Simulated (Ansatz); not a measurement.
Z-matrix (Å, degrees):
```
B
C 1 1.525
H 1 1.193 2 120.7
H 1 1.195 2 119.4 3 -180.0
C 2 1.337 1 122.4 3 -0.0
H 2 1.084 1 122.8 3 -180.0
Cl 5 1.706 2 125.2 1 -180.0
F 5 1.312 2 123.9 1 0.0
```

The species carries charge 0 and has multiplicity 1.

**Question.** List the r2SCAN/def2-TZVPP orbital energies in eV (the Gaussian-basis code of Ansatz). (An estimate is asked.)

**Answer.** Computed: Occupied: -2754.61, -667.98, -277.85, -273.24, -255.98, -194.58, -194.36, -194.33, -180.33, -33.93, -23.75, -20.24, -16.44, -14.24, -13.46, -13.13, -11.97, -10.68, -9.70, -9.36, -8.58, -8.27, -7.28. Lowest empty: -2.97, -0.29, 0.41, 1.28, 2.72, 2.99, 3.15, 3.88.
